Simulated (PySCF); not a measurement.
Gas-phase reaction: 2 InF + 3 Cl₂ ⇌ 2 InCl₃ + 2 F

Energies from PySCF, thermal terms from the rigid-rotor harmonic-oscillator model, ideal gas at 1 bar. † marks an energy on the PBE0/def2-TZVP geometry and frequencies. CCSD(T) freezes the core. Open shells (unrestricted): F (multiplicity 2); the rest are closed-shell singlets. Spin-orbit splitting is ignored; it lowers the true energy and changes the entropy of F. In: scalar-relativistic def2 core potential, no spin-orbit coupling. CCSD(T) isn't extrapolated to the basis-set limit.

M06-2X/def2-TZVP† gives ΔH°(298 K) = -203 kJ.

What do CCSD(T)/def2-TZVPP†, BLYP/def2-TZVP†, r2SCAN/def2-TZVP† give?

CCSD(T)/def2-TZVPP†: -204 kJ; BLYP/def2-TZVP†: 7 kJ; r2SCAN/def2-TZVP†: -188 kJ. For scale, ΔH°(298 K) is -203 kJ at this level, -174 kJ at ωB97M-V/def2-TZVP†, and runs from -526 to 197 kJ over the 18 levels computed.
